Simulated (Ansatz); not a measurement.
C₂Cl₂N₂Si (`N#C[Si](Cl)(Cl)C#N`). The species carries charge 0 and has multiplicity 1. All single points use the PBE0-D4/def2-TZVP geometry.

```xyz
7

N    -0.220    1.295    2.383
C     0.019    0.700    1.427
Si    0.412   -0.252   -0.085
Cl    2.043    0.536   -0.953
Cl    0.656   -2.186    0.399
C    -1.010   -0.093   -1.224
N    -1.900    0.000   -1.948
```

(1) What is the dipole moment at PBE/def2-TZVPP? (An estimate is asked.)

(2) And with r2SCAN, B3LYP, ωB97M-V? (An estimate is asked.)

(3) Give the Mulliken charges with PBE, ωB97M-V, r2SCAN in def2-TZVPP. (Estimate.)

## Answers

(1) Computed: 2.86 D, with components (2.40, -1.47, -0.49) D in this frame, pointing from negative to positive charge.

(2) Ansatz gave: r2SCAN 2.86 D, B3LYP 2.89 D, ωB97M-V 2.88 D.

(3) Computed: 
```tsv
atom	PBE	ωB97M-V	r2SCAN
N1	0.07	0.01	-0.03
C2	-0.25	-0.22	-0.21
Si3	0.59	0.62	0.76
Cl4	-0.11	-0.10	-0.14
Cl5	-0.11	-0.10	-0.14
C6	-0.25	-0.22	-0.21
N7	0.07	0.01	-0.03
```

B3LYP here is the variant with VWN-RPA as its local correlation; programs differ in this.
